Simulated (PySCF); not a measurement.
Cl2W, SMILES [Cl][W][Cl] (connectivity only; charge and spin as stated), neutral, multiplicity 5.

Geometry: B3LYP-D3(BJ)/def2-TZVP. The spin state was assumed, not searched. The def2 effective core potentials stand for the cores of W; spin–orbit coupling is left out.

Calculation: TDA-ωB97X/def2-SVPD run with PySCF 2.14.0.

Vertical excitations. 

| state | energy (eV) | λ (nm) | f | main pairs |
|---|---|---|---|---|
| root 1 | 0.46 | 2670 | 0.000 | α HOMO→LUMO 96 % |
| root 2 | 1.20 | 1036 | 0.001 | α HOMO−2→LUMO 85 % |
| root 3 | 1.23 | 1010 | 0.000 | α HOMO−3→LUMO 98 % |
| root 4 | 1.45 | 857 | 0.000 | α HOMO−1→LUMO 86 % |
| root 5 | 3.25 | 382 | 0.000 | α HOMO→LUMO+1 91 % |
| root 6 | 4.04 | 307 | 0.002 | α HOMO−2→LUMO+1 70 %, α HOMO−1→LUMO+1 22 % |
| root 7 | 4.07 | 304 | 0.008 | α HOMO−3→LUMO+1 91 % |
| root 8 | 4.40 | 282 | 0.025 | α HOMO→LUMO+2 92 % |
| root 9 | 4.58 | 271 | 0.105 | α HOMO−1→LUMO+1 68 %, α HOMO−2→LUMO+1 19 % |
| root 10 | 4.66 | 266 | 0.008 | β HOMO→LUMO 96 % |
Unrestricted roots are not spin-pure.
